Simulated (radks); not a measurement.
The numbers below are computed, except where a source is named.
Task: Ir56+, configuration [Ar] 3d3. Level of theory: Dirac Kohn-Sham, PBE, spin-unpolarised, spherical densities, finite nucleus; open shells fill j = l - 1/2 first; Fermi nuclear charge, rms radius 5.4032 fm (a radial shooting solver on a logarithmic mesh with Libxc functionals). Some entries of the table are withheld. Estimate them.

| orbital | occ. | eigenvalue (hartree) | <1/r> (bohr^-1) |
|---|---|---|---|
| 1s1/2 | 2 | (1) | 92.14 |
| 2s1/2 | 2 | -627.5609 | 22.71 |
| 2p1/2 | 2 | -608.2942 | 22.64 |
| 2p3/2 | 4 | -547.7608 | 18.70 |
| 3s1/2 | 2 | (2) | 8.840 |
| 3p1/2 | 2 | -230.1468 | 8.758 |
| 3p3/2 | 4 | -215.0325 | 7.715 |
| 3d3/2 | 3 | -203.6886 | 7.586 |
| 3d5/2 | 0 | -200.2404 | 7.345 |
| 4s1/2 | 0 | -122.8959 | 4.526 |
| 4p1/2 | 0 | -119.5452 | 4.477 |
| 4p3/2 | 0 | -113.8970 | 4.088 |

Result: 
(1) 1s1/2 eigenvalue (hartree): -2935.204
(2) 3s1/2 eigenvalue (hartree): -237.8555
